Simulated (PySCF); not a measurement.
ClSn (SMILES [Cl][Sn]), doublet, geometry from GFN2-xTB (such geometries of metal compounds can be far from the true shape) (core potentials on Sn), with bond 2-1 at 1.5 times its length; HF/def2-SVP in PySCF.

Input for PySCF:
```python
from pyscf import gto, scf

mol = gto.M(
    atom='''
Sn   -0.00000000   -0.00000000   -0.60000371
Cl    0.00000000    0.00000000    2.94707702
''',
    basis='def2-svp',
    ecp={'Sn': 'def2-svp'},
    spin=1,
    verbose=3,
)

mf = scf.UHF(mol)
mf.kernel()
mo_i, mo_e, stable_i, stable_e = mf.stability(internal=True, external=True, return_status=True, nroots=6, tol=1e-6)
print('internally stable:', stable_i, ' externally stable:', stable_e)
if not stable_i:
    umf = mf.copy()
    umf.scf_summary = {}
    umf.kernel(umf.make_rdm1(mo_i, mf.mo_occ))
mf.analyze()
```

The log (banner, timings and long lists left out):

```
converged SCF energy = -672.659716255177  <S^2> = 0.79442812  2S+1 = 2.0439453
<class 'pyscf.scf.uhf.UHF'> wavefunction has an internal instability
<class 'pyscf.scf.uhf.UHF'> wavefunction is stable in the real -> complex stability analysis
<class 'pyscf.scf.uhf.UHF'> wavefunction has an UHF/UKS -> GHF/GKS instability
internally stable: False  externally stable: False
converged SCF energy = -672.661174007195  <S^2> = 1.2406019  2S+1 = 2.4418042
**** MO energy ****
                             alpha | beta                alpha | beta
MO #1   energy= -104.653697024339  | -104.65189060576   occ= 1 | 1
MO #2   energy= -10.4116015807916  | -10.4097676684064  occ= 1 | 1
MO #3   energy= -7.88866958666299  | -7.88295577249126  occ= 1 | 1
MO #4   energy= -7.88401495638244  | -7.88273047521446  occ= 1 | 1
MO #5   energy= -7.8839301264415   | -7.88145897390883  occ= 1 | 1
MO #6   energy= -5.96116509048613  | -5.95729051783449  occ= 1 | 1
MO #7   energy= -4.14980538734347  | -4.14997174520472  occ= 1 | 1
MO #8   energy= -4.14526102786489  | -4.14672490345437  occ= 1 | 1
MO #9   energy= -4.14501143801209  | -4.13199124023008  occ= 1 | 1
MO #10  energy= -1.41585264006974  | -1.41588902767598  occ= 1 | 1
MO #11  energy= -1.41523044460285  | -1.41560951833008  occ= 1 | 1
MO #12  energy= -1.40999802640141  | -1.4039048331581   occ= 1 | 1
MO #13  energy= -1.4054790147913   | -1.39995687464448  occ= 1 | 1
MO #14  energy= -1.4047924798191   | -1.39726708139415  occ= 1 | 1
MO #15  energy= -0.919431422215517 | -0.902314877939951 occ= 1 | 1
MO #16  energy= -0.615342599709805 | -0.552481582678432 occ= 1 | 1
MO #17  energy= -0.342011191835642 | -0.329358975576043 occ= 1 | 1
MO #18  energy= -0.337684284002368 | -0.328747704425051 occ= 1 | 1
MO #19  energy= -0.332596801022162 | -0.298944972297952 occ= 1 | 1
MO #20  energy= -0.323771811440937 | -0.0531317359039903 occ= 1 | 0
MO #21  energy= -0.0650054848620193 | -0.026772053920423 occ= 0 | 0
MO #22  energy= -0.0336248732089691 | -0.011121811837546 occ= 0 | 0
MO #23  energy= 0.217387487978606  | 0.229543594068602  occ= 0 | 0
MO #24  energy= 0.29697622167833   | 0.320715501068737  occ= 0 | 0
MO #25  energy= 0.315569384870096  | 0.352705513829929  occ= 0 | 0
MO #26  energy= 0.35196241597086   | 0.35575062002638   occ= 0 | 0
MO #27  energy= 0.409995168788249  | 0.439500371882353  occ= 0 | 0
MO #28  energy= 0.410054217128107  | 0.446921104486295  occ= 0 | 0

Dipole moment(X, Y, Z, Debye):  0.00000,  0.00000, -10.16030
```
